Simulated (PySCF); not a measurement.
## Working out the ionisation energy of Au²⁺

Au²⁺ [Xe] 4f14 5d9 (2D) → Au³⁺ [Xe] 4f14 5d8 (3F). Computed with PySCF 2.14 in aug-cc-pVTZ-PP with ECP60MDF, with scalar relativity through the core potential. Frozen: 5s2 5p6. Energies in hartree (1 hartree = 27.21139 eV):

| part | Au²⁺ (lower) | Au³⁺ (upper) |
| --- | --- | --- |
| UHF | -133.803833 | -132.670647 |
| MP2 opposite-spin | -0.175444 | -0.128991 |
| MP2 same-spin | -0.091178 | -0.071526 |

Problem. What does Hartree-Fock give?

Solution. (-132.670647) − (-133.803833) = 1.133186 hartree = 30.836 eV.

Problem. What do MP2 and SCS-MP2 (6/5 opposite-spin, 1/3 same-spin) give?

Solution. The opposite-spin parts differ by 1.264 eV and the same-spin parts by 0.535 eV. MP2: 30.836 + (1.264) + (0.535) = 32.635 eV. SCS-MP2: 30.836 + 1.2 × (1.264) + (0.535)/3 = 32.531 eV.

Reference: 30 ± 1.6 eV (theoretical estimate listed by NIST; NIST Atomic Spectra Database, ionization energies), between the lowest levels; spin-orbit coupling is absent from the calculation.

What remains against the reference includes basis incompleteness, the frozen core and correlation beyond second order.
